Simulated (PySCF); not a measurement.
An EPR job on `O[SiH2]O[C]([SiH3])CF` [radical].

Computed with UKS B3LYP, pcH-1 on C F H O Si, non-relativistic, mean-field spin-orbit, GIAO (PySCF 2.14.0). Geometry: GFN2-xTB. The command runs a driver script over a list of jobs; the input below is this job's line of settings and its coordinates in Å.

Command:
```bash
OMP_NUM_THREADS=1 python probes_run.py task.json out
```

Input:
```
{"job": {"kind": "epr", "basis": "pcH-1"}, "charge": 0, "multiplicity": 2}
O      3.310944    -0.205752     0.338333
Si     1.988932     0.654059    -0.010840
O      0.751457    -0.392407     0.197214
C     -0.572253    -0.322196     0.023776
Si    -1.538957     1.127124    -0.615747
C     -1.269967    -1.589389     0.388204
F     -2.623934    -1.451133     0.230516
H      3.347833    -0.807860     1.077027
H      1.808145     1.776863     0.905904
H      2.177346     1.018037    -1.404813
H     -0.570156     2.191382    -0.882121
H     -2.242992     0.754947    -1.847436
H     -2.518058     1.554758     0.389350
H     -1.094466    -1.869418     1.437845
H     -0.958287    -2.431025    -0.249124
```

Output:
```
UKS, coarse grid
  cycle   1  E = -910.17003430  |g| = 7.62e-01
  cycle   2  E = -909.84844596  |g| = 1.22e+00
  cycle   3  E = -910.35061512  |g| = 8.79e-02
  cycle   4  E = -910.35289913  |g| = 4.95e-02
  cycle   5  E = -910.35370444  |g| = 1.33e-02
  cycle   6  E = -910.35375483  |g| = 4.82e-03
  cycle   7  E = -910.35376453  |g| = 1.45e-03
  cycle   8  E = -910.35376614  |g| = 5.09e-04
UKS, final grid
  cycle   1  E = -910.35375239  |g| = 6.35e-04
  cycle   2  E = -910.35375224  |g| = 9.47e-04
  cycle   3  E = -910.35375255  |g| = 8.32e-05
  cycle   4  E = -910.35375255  |g| = 2.30e-05
E = -910.35375255 Eh   <S^2> = 0.7536 (exact 0.7500)
g shifts (ppm)      1          2          3
  rmc          -165       -165       -165
  gc            -11         38         32
  oz_so         -34       1147       1993
  total        -210       1020       1860
hyperfine (MHz)  atom isotope    a_iso     a_fc   dipolar eigenvalues
    0   17O      -0.12      -0.13     -0.75      0.25      0.49
    1  29Si       3.11       3.10     -1.20     -0.08      1.28
    2   17O     -12.23     -12.26    -50.52     24.88     25.64
    3   13C      79.09      79.14    -73.75    -71.50    145.25
    4  29Si      46.65      46.71     -2.13     -1.10      3.24
    5   13C     -34.24     -34.24     -1.22     -0.96      2.18
    6   19F     -10.79     -10.80     -6.31     -3.13      9.43
    7    1H       0.02       0.02     -1.35     -1.23      2.59
    8    1H       3.87       3.87     -2.27     -1.90      4.16
    9    1H       4.10       4.10     -2.11     -1.78      3.89
   10    1H      -2.37      -2.37     -3.25     -2.72      5.96
   11    1H      65.85      65.85     -3.33     -1.80      5.13
   12    1H      63.93      63.93     -3.35     -1.82      5.16
   13    1H      87.41      87.40     -4.11     -3.97      8.08
   14    1H      92.68      92.68     -4.23     -3.75      7.98
```

rmc, gc and oz_so are the mass-correction, gauge-correction and orbital-Zeeman/spin–orbit parts of the g shift along its three principal axes; a_iso is the isotropic hyperfine coupling and a_fc its Fermi-contact part. The program numbers atoms from 0.

Task: Get g_iso from the total shifts.

Result: Their mean is 890 ppm; added to g_e = 2.002319 it gives 2.00321.

Main results: ⟨S²⟩ 0.754; g_iso 2.0032.

Isolated species at its GFN2-xTB geometry (one conformer only). The geometry optimisation had not met its thresholds, so the values belong to a structure short of the stationary point.

Hardware: Arm Neoverse V1, one thread, no GPU, shared host with 32 logical CPUs at a one-minute load of 49. Cost: 1.8 min of wall time (grids of density and orbitals included), 1.0 GiB resident at most.
Labels such as C1 count atoms from 1, the log's own numbers from 0.
